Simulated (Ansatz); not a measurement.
```yaml
crystal:
  periodic: [false, false, false]
  atoms:
    - {symbol: C, position_ang: [-0.841817, -0.756666, 0.394967]}
    - {symbol: C, position_ang: [0.488258, -0.463756, -0.228152]}
    - {symbol: Ga, position_ang: [2.069308, -1.529662, 0.195256]}
    - {symbol: C, position_ang: [0.695799, 0.526529, -1.114596]}
    - {symbol: S, position_ang: [-0.485923, 1.670512, -1.757151]}
    - {symbol: Al, position_ang: [-1.547849, 1.973254, 0.149044]}
    - {symbol: H, position_ang: [-0.878708, -0.464379, 1.448137]}
    - {symbol: H, position_ang: [-1.681773, 0.022074, 0.152346]}
    - {symbol: H, position_ang: [-1.681773, -0.277926, -0.147654]}
    - {symbol: H, position_ang: [3.409032, -1.129573, -0.514153]}
    - {symbol: H, position_ang: [1.970109, -2.732203, 1.199762]}
    - {symbol: H, position_ang: [1.682548, 0.663311, -1.549054]}
    - {symbol: H, position_ang: [-0.693020, 2.128859, 1.468380]}
    - {symbol: H, position_ang: [-3.109559, 2.216375, 0.087381]}
basis:
  gaussian: {orbitals: def2-mTZVP}
hamiltonian: {xc: {name: CAM-B3LYP}}
output: {forces: true}
```

```sh
$ ansatz run in.yaml --threads 2 --pin off --events-out ev --progress --plain --max-ram 22528MiB --backend cpu
```

Output, abridged:

```
Functional definition: CAM-B3LYP
1533 factors; integrals over basis functions are off by at most 1.0e-3 eV
465 factors; integrals over basis functions are off by at most 9.8e-6 eV
mean field evaluation 1: about -73036.2475 eV, gradient 5.5e1 eV
mean field evaluation 2: about -73033.4228 eV, gradient 6.5e1 eV
mean field evaluation 4: about -73042.8683 eV, gradient 2.5e0 eV
mean field evaluation 8: about -73043.0545 eV, gradient 4.0e-1 eV
mean field evaluation 16: about -73043.0550 eV, gradient 9.6e-4 eV
mean field -73043.05500779 eV, -2684.2827611753 hartree, gradient 3.5e-5 eV, S^2 0.000000; 0 other end points of the search recorded, 0 dependent functions left out
reference -73043.05517137 eV, -2684.2827671869 hartree; 43, 43 occupied and 118, 118 virtual orbitals, 1533 factors
Total energy: -73043.05517137 eV, -2684.2827671869 hartree
Atom 0 at    -0.841817    -0.756666     0.394967 Å, force     4.040544    -1.945573     2.074497 eV/Å
Atom 1 at     0.488258    -0.463756    -0.228152 Å, force    -1.565484     0.918341    -0.127954 eV/Å
Atom 2 at     2.069308    -1.529662     0.195256 Å, force    -0.016272    -0.341642     0.174620 eV/Å
Atom 3 at     0.695799     0.526529    -1.114596 Å, force     0.946048    -0.323351    -0.061166 eV/Å
Atom 4 at    -0.485923     1.670512    -1.757151 Å, force    -0.405621     0.102807    -0.190298 eV/Å
Atom 5 at    -1.547849     1.973254     0.149044 Å, force     0.271484     1.402108     0.382121 eV/Å
Atom 6 at    -0.878708    -0.464379     1.448137 Å, force    -0.438966    -0.706120    -0.153303 eV/Å
Atom 7 at    -1.681773     0.022074     0.152346 Å, force    -0.193142    31.934353    29.866672 eV/Å
Atom 8 at    -1.681773    -0.277926    -0.147654 Å, force    -2.355392   -31.196045   -31.872402 eV/Å
Atom 9 at     3.409032    -1.129573    -0.514153 Å, force    -0.140350     0.047678     0.019970 eV/Å
Atom 10 at     1.970109    -2.732203     1.199762 Å, force     0.029173     0.104773    -0.052276 eV/Å
Atom 11 at     1.682548     0.663311    -1.549054 Å, force    -0.150980    -0.047058     0.006064 eV/Å
Atom 12 at    -0.693020     2.128859     1.468380 Å, force    -0.085910     0.163690    -0.061755 eV/Å
Atom 13 at    -3.109559     2.216375     0.087381 Å, force     0.064868    -0.113961    -0.004792 eV/Å
Dipole moment:    -0.014735     0.081370     0.212048 e Å
```

(1) What is wrong with this run?

Results:

(1) One atom was put on top of another. The run converged. The result belongs to that input, not to the molecule as meant.
